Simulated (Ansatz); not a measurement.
```xyz
13

C    -0.9731    1.1104    1.5897
O    -0.5050   -0.2181    1.5117
Sn   -0.7247   -1.2127   -0.1504
Cl    0.4808   -3.1429    0.2319
O     0.1417   -0.1937   -1.5628
C     1.5179    0.1115   -1.4811
H    -2.0655    1.1755    1.4980
H    -0.5261    1.7588    0.8258
H    -0.6966    1.5037    2.5713
H    -2.3294   -1.5047   -0.6072
H     1.7628    0.6888   -0.5813
H     1.7772    0.7143   -2.3551
H     2.1399   -0.7909   -1.4903
```

Total charge 0; spin multiplicity 1. Sn takes the def2 core potential.

**Question.** List the CAM-B3LYP/def2-TZVPP orbital energies in eV (the Gaussian-basis code of Ansatz). (Estimate.)

**Answer.** The calculation gave: Occupied: -2764.29, -522.48, -522.45, -280.14, -280.02, -259.05, -198.10, -197.96, -197.95, -141.96, -96.93, -96.84, -96.82, -31.69, -31.46, -31.13, -30.98, -30.95, -29.20, -28.58, -24.22, -20.63, -20.40, -16.62, -14.57, -14.44, -14.06, -13.95, -13.90, -13.07, -11.81, -10.84, -10.74, -10.35, -9.90, -9.56, -9.53. Lowest empty: -0.18, 0.88, 1.01, 2.16, 2.52, 2.86, 3.43, 3.59.
